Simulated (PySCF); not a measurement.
Correlation energy of Ne⁺ (neon, charge +1)

[He] 2s1 2p5 3s1, high-spin 4P determinant (an excited configuration). All numbers are calculated (PySCF 2.14, the non-relativistic Hamiltonian (point nucleus), in aug-cc-pVDZ (4s3p2d, 23 functions)). Frozen: 1s2; 7 electrons correlated.

```csv
level,correlation energy (mhartree)
CCSD,-172.30
(T),-4.50
CCSD(T),-176.80
CCSDT,-178.00
```

Diagnostics: T1 = 0.0079, D1 = 0.0241, largest double amplitude 0.164.

The outer electron is Rydberg-like, and this basis confines it to a smaller radius and binds it less than a complete one would. A double-excitation amplitude exceeds 0.15, a sign of near-degeneracy.

Cost of the coupled-cluster step: about 0.5 core-seconds, for 7 correlated electrons.
